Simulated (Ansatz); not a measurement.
Start from `C[N](C)[Zr]([Cl])([N](C)C)[N](C)C` and change one atom or group to get `C[N](C)[Zr]([I])([N](C)C)[N](C)C`.

Ansatz, PBE0-D4/def2-TZVP geometries, multiplicity 1. Each molecule was computed in one conformer, which needn't be the lowest.

Elements past krypton have def2 core potentials.

```tsv
property	`C[N](C)[Zr]([Cl])([N](C)C)[N](C)C`
HOMO energy (PBE/def2-TZVPP) / eV	-5.15
size of the dipole moment (ωB97M-V/def2-TZVPP) / D	3.13
HOMO energy (ωB97M-V/def2-TZVPP) / eV	-8.69
LUMO energy (ωB97M-V/def2-TZVPP) / eV	1.20
LUMO energy (PBE0/def2-TZVPP) / eV	-0.12
size of the dipole moment (B3LYP/def2-TZVPP) / D	3.23
```

**Question.** What does the change do to each property? (Best estimate.)

**Answer.** The calculation gave: 
```
                                          property  `C[N](C)[Zr]([I])([N](C)C)[N](C)C`  shift
                 HOMO energy (PBE/def2-TZVPP) / eV                               -5.28  -0.13
size of the dipole moment (ωB97M-V/def2-TZVPP) / D                                3.99   0.86
             HOMO energy (ωB97M-V/def2-TZVPP) / eV                               -8.66   0.03
             LUMO energy (ωB97M-V/def2-TZVPP) / eV                                1.09  -0.11
                LUMO energy (PBE0/def2-TZVPP) / eV                               -0.33  -0.21
  size of the dipole moment (B3LYP/def2-TZVPP) / D                                4.00   0.77
```

With PBE0 the HOMO falls by 0.08 eV and the LUMO falls by 0.21 eV, so the gap narrows by about 0.13 eV. PBE moves the HOMO by -0.13 eV and ωB97M-V by 0.03 eV. Dipoles are sizes alone; their direction can turn.

B3LYP here is the variant with VWN-RPA as its local correlation; programs differ in this.

Spin–orbit coupling is left out; it splits and shifts lone-pair levels of the heavy atoms by tenths of an eV.
